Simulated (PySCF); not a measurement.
## Ionisation energy of Zn(2+) by level of theory

Zn(2+) [Ar] 3d10 (1S) → Zn(3+) [Ar] 3d9 (2D), as a difference of total energies. Calculation: PySCF 2.14, in x2c-TZVPPall (6s5p4d2f1g, 64 functions); scalar relativity by spin-free X2C-1e. Correlated levels: valence and next inner shell: [Ne] frozen. The calculations carry no spin-orbit coupling.

```csv
method,ionisation energy (eV),plus first-order spin-orbit estimate,error of that sum (eV)
UHF,36.980,36.841,-2.882
MP2 (valence and next inner shell),40.436,40.298,+0.575
SCS-MP2 (valence and next inner shell),39.972,39.833,+0.110
CCSD (valence and next inner shell),39.405,39.267,-0.456
CCSD(T) (valence and next inner shell),39.501,39.363,-0.360
```

Reference: 39.723 eV (measured; NIST Atomic Spectra Database, ionization energies).

A first-order spin-orbit estimate (lowest level to lowest level, LS coupling) adds -0.138 eV.

Errors of the correlated levels include the incompleteness of this basis and the frozen core.
